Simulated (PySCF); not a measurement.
Species: InEt2Ph, C₁₀H₁₅In.
Bonds: In1–C2, In1–C9, In1–C16, C2–C3, C9–C10, C16–C17, C16–C21, C17–C18, C18–C19, C19–C20, C20–C21. Hydrogens: H4, H5 on C2; H6, H7, H8 on C3; H11, H12 on C9; H13, H14, H15 on C10; H22 on C17; H23 on C18; H24 on C19; H25 on C20; H26 on C21.

Method: PBE0-D3(BJ)/def2-SVP geometry optimisation, gas phase, def2 core potentials past Kr (PySCF 2.14.0).

What internal coordinates does the optimisation give?

```json
{"bond": "In1–C2, In1–C9", "length (Å)": "2.183"}
{"bond": "In1–C16", "length (Å)": "2.169"}
{"bond": "C2–C3, C9–C10", "length (Å)": "1.527"}
{"bond": "C2–H4 and 3 like bonds", "length (Å)": "1.102"}
{"bond": "C3–H6 and 5 like bonds", "length (Å)": "1.103"}
{"bond": "C16–C17, C16–C21", "length (Å)": "1.405"}
{"bond": "C17–C18, C20–C21", "length (Å)": "1.395"}
{"bond": "C17–H22, C21–H26", "length (Å)": "1.095"}
{"bond": "C18–C19, C19–C20", "length (Å)": "1.395"}
{"bond": "C18–H23, C20–H25", "length (Å)": "1.093"}
{"bond": "C19–H24", "length (Å)": "1.093"}
```

Bonds in one row agree within 0.01 Å and their mean is given. A selection of angles:
```json
{"angle": "C2–In1–C9", "degrees": "127.4"}
{"angle": "C2–In1–C16", "degrees": "116.4"}
{"angle": "In1–C2–C3", "degrees": "113.1"}
{"angle": "In1–C2–H4", "degrees": "108.8"}
{"angle": "In1–C2–H5", "degrees": "107.1"}
{"angle": "C3–C2–H4", "degrees": "110.7"}
{"angle": "C3–C2–H5", "degrees": "110.3"}
{"angle": "H4–C2–H5", "degrees": "106.6"}
{"angle": "C2–C3–H6", "degrees": "111.9"}
{"angle": "H6–C3–H7", "degrees": "106.6"}
{"angle": "In1–C9–H12", "degrees": "106.4"}
{"angle": "H11–C9–H12", "degrees": "106.3"}
{"angle": "In1–C16–C17", "degrees": "120.9"}
{"angle": "C17–C16–C21", "degrees": "117.6"}
{"angle": "C16–C17–C18", "degrees": "121.4"}
{"angle": "C16–C17–H22", "degrees": "119.9"}
{"angle": "C18–C17–H22", "degrees": "118.6"}
{"angle": "C17–C18–C19", "degrees": "119.9"}
{"angle": "C17–C18–H23", "degrees": "120.1"}
{"angle": "C19–C18–H23", "degrees": "120.0"}
{"angle": "C18–C19–C20", "degrees": "119.8"}
{"angle": "C18–C19–H24", "degrees": "120.1"}
```

Torsions: C9–In1–C2–C3 98° (anticlinal); C2–In1–C9–C10 118° (anticlinal); C2–In1–C16–C17 -6° (synperiplanar); In1–C16–C17–C18 180° (antiperiplanar); In1–C16–C21–C20 180° (antiperiplanar); C16–C17–C18–C19 0° (synperiplanar); C17–C18–C19–C20 0° (synperiplanar); C18–C19–C20–C21 0° (synperiplanar); C19–C20–C21–C16 0° (synperiplanar). The mirror-image conformer, all signs reversed, is as good.

The C–C distances run from 1.395 Å (C19–C20) to 1.527 Å (C2–C3), a spread of 0.132 Å. In1 (indium bonded to 3 C) is planar (angles 127.4°, 116.4° and 116.2°, sum 360.0°, 0.01 Å off the plane of its three neighbours).

Point group: C1 (no symmetry element, even within 0.4 Å). Stationary, but not proved a minimum. One conformer, not necessarily the lowest.

On an AMD EPYC 7R43 with 2 threads, no GPU (shared host), this took 13 min wall, 32 min CPU and 1.4 GiB of memory at its peak. This is the geometry optimisation.
